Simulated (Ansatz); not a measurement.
Two isomers of C2H8BNSi: A = `BN[SiH2]C=C`, B = `C=C[SiH2]BN`.

Isolated molecules relaxed with PBE0-D4/def2-TZVP in Ansatz; ΔE leaves out vibrations. CCSD(T)/CBS adds triple-zeta CCSD(T) − MP2 to the extrapolated MP2 energy (def2 sets, frozen cores). Functionals use def2-TZVPP. B3LYP here is the variant with VWN-RPA as its local correlation; programs differ in this. One conformer a species, not always the lowest.

Task: Which is lower in electronic energy at CCSD(T)/CBS, and by how much? (Estimate.)

Result: The calculation gave: A, by 15.6 kcal/mol.

Task: Give E(B) − E(A) in kcal/mol with B3LYP, ωB97M-V, PBE0-D4, CCSD/def2-TZVPP, PBE-D4, B3LYP-D4, MP2/def2-TZVPP. (Estimate.)

Result: Computed: B3LYP 14.7, ωB97M-V 15.9, PBE0-D4 12.6, CCSD/def2-TZVPP 15.9, PBE-D4 11.0, B3LYP-D4 15.1, MP2/def2-TZVPP 17.1. None reverses the order clearly.

Largest T1 diagnostic: 0.013.

From PBE to PBE0 (25 % exact exchange), in def2-TZVPP and without D4, E(B) − E(A) moves by +1.7 kcal/mol. In def2-TZVPP, CCSD(T) changes the Hartree–Fock value by −4.0 kcal/mol (the triples alone add −0.5 kcal/mol) and MP2 by −2.3 kcal/mol.
